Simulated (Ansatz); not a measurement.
Two isomers of C4H6Zn: A = `C=[C]1C[CH2][Zn]1`, B = `C=[CH][Zn][CH]=C`.

Computed with Ansatz on PBE0-D4/def2-TZVP structures; ΔE is electronic, products minus reactants. CBS: MP2 limit from def2 TZ/QZ plus the TZ coupled-cluster correction, frozen cores. DFT in def2-TZVPP. B3LYP here is the variant with VWN-RPA as its local correlation; programs differ in this. For Zn outer-core shells are correlated without core-valence functions, which leaves a few kJ/mol of doubt a bond. Scalar relativity is left out up to krypton. Each species was taken in one conformer, which may not be the lowest.

A:

Z-matrix (Å, degrees):
```
C
C 1 1.551
Zn 1 2.380 2 56.0
C 1 1.543 2 113.3 3 1.3
H 1 1.095 2 107.6 3 -120.3
H 1 1.095 2 107.7 3 123.1
C 2 1.321 1 126.5 3 -179.2
H 4 1.088 1 114.4 2 113.9
H 4 1.088 1 114.5 2 -117.6
H 7 1.091 2 122.6 1 -0.0
H 7 1.085 2 121.3 1 -180.0
```

B:

```xyz
11

C     2.576    0.214   -0.960
C     1.674   -0.753   -0.782
Zn   -0.158   -0.436   -0.281
C    -1.979   -0.086    0.242
C    -2.327    0.472    1.402
H     2.338    1.268   -0.836
H     3.607    0.005   -1.241
H     2.032   -1.772   -0.935
H    -2.800   -0.344   -0.429
H    -3.365    0.661    1.670
H    -1.597    0.772    2.150
```

(1) Which is lower in electronic energy at CCSD(T)/CBS, and by how much? (Estimate.)

(2) Give E(B) − E(A) in kcal/mol with CCSD(T)/def2-TZVPP, B3LYP, ωB97M-V, PBE-D4, HF/def2-TZVPP, r2SCAN-D4, CCSD/def2-TZVPP. (An estimate is asked.)

Largest T1 diagnostic: 0.017.

Answers

(1) The calculation gave: B, by 22.5 kcal/mol.

(2) Computed: CCSD(T)/def2-TZVPP -22.5, B3LYP -25.0, ωB97M-V -23.6, PBE-D4 -17.5, HF/def2-TZVPP -33.6, r2SCAN-D4 -19.7, CCSD/def2-TZVPP -24.4. None reverses the order clearly.

In def2-TZVPP, CCSD(T) changes the Hartree–Fock value by +11.1 kcal/mol (the triples alone add +2.0 kcal/mol) and MP2 by +12.8 kcal/mol. From PBE to PBE0 (25 % exact exchange), in def2-TZVPP and without D4, E(B) − E(A) moves by −1.1 kcal/mol.
